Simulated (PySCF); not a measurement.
Arsenic: highly charged ions in a basis for the neutral atom

As²⁰⁺ [Ne] 3s2 3p1, As²¹⁺ [Ne] 3s2. Computed with PySCF 2.14 in jorge-DZP-DKH, with the spin-free X2C one-electron Hamiltonian (Gaussian nucleus). No spin-orbit coupling, so a gap to NIST mixes the basis error with missing relativistic terms.

Changed run: basis of the neutral atom used for a highly charged ion. This setting is unsound on purpose.

| species | method | sound run (hartree) | changed run (hartree) | converged |
| --- | --- | --- | --- | --- |
| As²⁰⁺ | UHF | not run | -2024.81841 | yes |
| As²⁰⁺ | LDA | not run | -2021.85090 | yes |
| As²⁰⁺ | M06-L | not run | -2025.39527 | yes |
| As²¹⁺ | UHF | not run | -1995.23970 | yes |
| As²¹⁺ | LDA | not run | -1992.20937 | yes |
| As²¹⁺ | M06-L | not run | -1995.78894 | yes |

Ionisation energy of As²⁰⁺:

```csv
method,changed run (eV),NIST (eV)
UHF,804.88,814 ± 4
LDA,806.59,814 ± 4
M06-L,805.63,814 ± 4
```

The contracted functions were made for the neutral atom and can be too rigid for a highly charged ion.
